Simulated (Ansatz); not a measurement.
`NC[S][AlH2]`, relaxed with RKS PBE0-D4/def2-TZVP in Ansatz from a PBE-D4/def2-SVP geometry. The force threshold is 0.005 eV/Å; the program also tests the step.

Total charge 0; spin multiplicity 1.

Start:

```xyz
10

N    -0.743   -1.003    1.304
C    -0.679   -0.746   -0.104
S    -0.983    1.072   -0.495
Al    1.057    1.777   -0.835
H     0.161   -0.863    1.769
H    -1.072   -1.953    1.506
H    -1.505   -1.276   -0.616
H     0.271   -1.028   -0.616
H     1.251    3.320   -1.188
H     2.241    0.701   -0.725
```

Task: By how much does the energy fall, and how many steps does the optimiser take? (Estimate.)

Result: Ansatz gave: 5.22 kJ/mol, in 14 steps, 1 of them rejected.

Task: Which bonds change most? (An estimate is asked.)

Result: Computed: C2–S3 from 1.884 to 1.833 Å; C2–H8 from 1.115 to 1.097 Å; Al4–H10 from 1.604 to 1.586 Å; S3–Al4 from 2.185 to 2.168 Å.

Task: Give the relaxed structure. (Best estimate.)

Result: The calculation gave: 
```xyz
10

N    -0.826   -1.051    1.293
C    -0.675   -0.721   -0.099
S    -0.946    1.073   -0.358
Al    1.057    1.739   -0.854
H    -0.057   -0.688    1.841
H    -0.865   -2.054    1.423
H    -1.458   -1.227   -0.666
H     0.291   -0.987   -0.545
H     1.274    3.270   -1.180
H     2.206    0.646   -0.854
```
